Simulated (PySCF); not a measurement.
C5H6O2. Atoms are numbered in the order given.

```xyz
13

C     -0.9905    -2.1665    -1.0995
C     -0.8105    -1.0398    -0.6958
C     -0.5773     0.3366    -0.2476
C     -0.3169     1.2974    -1.4143
C      0.5685     0.3858     0.7698
O      1.5789     1.0257     0.6381
O      0.3036    -0.3620     1.8536
H     -1.1537    -3.1679    -1.4500
H     -1.4768     0.6610     0.3085
H     -0.1752     2.3211    -1.0406
H     -1.1646     1.2817    -2.1133
H      0.5937     1.0037    -1.9544
H      1.0758    -0.2915     2.4410
```
Charge 0, spin multiplicity 1.

Geometry: B3LYP-D3(BJ)/def2-SVP. The values are those of a single conformer.

Method: HF/def2-TZVP (PySCF).

Computed frontier levels, gap, dipole moment and polarisability:
```
Item                                                                                                           Result
---------------------------------------------------------------------------------------------  ----------------------
highest occupied level                                                                                      -10.73 eV
lowest empty level                                                                                            3.43 eV
orbital gap                                                                                                  14.16 eV
dipole moment                                                                                                  1.45 D
quadrupole, principal values (traceless, Buckingham form, about the centre of nuclear charge)  -10.54, 4.77, 5.77 D·Å
mean static polarisability                                                                       59.0 bohr³ (8.75 Å³)
polarisability, principal values                                                               47.0, 55.3, 74.8 bohr³
```
